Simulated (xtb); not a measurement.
C₂H₄F, SMILES C[CH]F (connectivity only; charge and spin as stated), charge +1, multiplicity 1. All values are semi-empirical tight-binding results from xtb (GFN2-xTB unless named), good for trends rather than for accurate numbers. Geometry optimised at GFN2-xTB. The multiplicity is an assumed one; other spin states were not compared. The isomer is the one that the SMILES or the coordinates give; other isomers of the formula were not compared.

* **point group as xtb finds it**: Cs
* **orbital gap**: 3.36 eV
* **zero-point energy**: 32.1 kcal/mol
* **G − E(el) at 298.15 K (modified RRHO)**: 16.3 kcal/mol
* **static polarisability (D4 model)**: 24.6 bohr³
* **solvation energy, GFN2-xTB/ALPB(water)**: -70.4 kcal/mol
* **solvation energy, GFN2-xTB/ALPB(dmso)**: -61.9 kcal/mol

Computed IR lines (harmonic; lines under 4 % of the strongest left out, lines within 3 cm⁻¹ merged):
ν (cm⁻¹): 162 (w), 662 (w), 908 (w), 932 (w), 1174 (vs), 1201 (w), 1255 (m), 1338 (m), 1505 (s), 2777 (m), 2863 (m), 3025 (w) (against the strongest line: vs over 80 %, s over 45 %, m over 15 %, w over 4 %, vw less)
